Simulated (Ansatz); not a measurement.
## Energy profile

The step: AlHCl₂ ([Cl][AlH][Cl]) + NH₃ → AlNH₂Cl₂ ([NH2][Al]([Cl])[Cl]) + H₂; bonds formed: H2–H5; dative contacts that become bonds: Al1–N6; bonds broken: Al1–H2, H5–N6 (atoms numbered as in the saddle structure below).

| atom | x (Å) | y (Å) | z (Å) |
| --- | --- | --- | --- |
| Al1 | -0.6633 | -0.1460 | 0.4768 |
| H2 | -0.1527 | 1.5591 | 0.3926 |
| Cl3 | -2.5276 | -0.3172 | -0.4555 |
| Cl4 | -0.3430 | -0.8292 | 2.4274 |
| H5 | 0.4836 | 1.0358 | -0.1826 |
| N6 | 0.8091 | -0.2587 | -0.6591 |
| H7 | 0.7012 | -0.4057 | -1.6540 |
| H8 | 1.6928 | -0.6379 | -0.3456 |

Electronic energies by CCSD(T) at an estimated basis limit (MP2 extrapolated from triple and quadruple zeta, plus CCSD(T) − MP2 in triple zeta), on PBE0-D4/def2-TZVP structures; AlNH4Cl2, closed shell; no counterpoise correction. Computed with Ansatz 0.2.0 (basis: def2-TZVPP and def2-QZVPP); correlated methods freeze the cores. Extrapolation: Hartree–Fock as exp(−7.88 √X), correlation as X^−2.97.

(1) Give the profile in eV, counted from the separated reactants. (Judge from chemistry; the value comes from the calculation.)

No T1 diagnostic of these runs exceeds 0.010. The start structure is not quite a true minimum (one mode of 75i cm⁻¹).

Answers

(1) The calculation gives:
```
                                                                                                         point      eV
       separated: AlHCl2 (linked as [Cl][AlH][Cl]; Al1, H2, Cl3, Cl4; singlet) + NH3 (H5, N6, H7, H8; singlet)   0.000
                                                                                               start structure  -1.527
                                                                                                        saddle   0.077
                                                                                                 end structure  -0.830
separated: AlNH2Cl2 (linked as [NH2][Al]([Cl])[Cl]; Al1, Cl3, Cl4, N6, H7, H8; singlet) + H2 (H2, H5; singlet)  -0.777
```

The step is the kind of exchange with an N–H group that builds nitride films in atomic layer and chemical vapour deposition.

For scale, one of the runs: CCSD(T)/def2-TZVPP, 213 basis functions, launched by `ansatz run in.yaml --threads 4 --pin off --events-out ev --progress --plain --max-ram 9574MiB`. Time: 51 s of wall clock on 4 CPU threads of an Arm Neoverse V1; the host was shared. Peak host memory: 2.7 GiB.
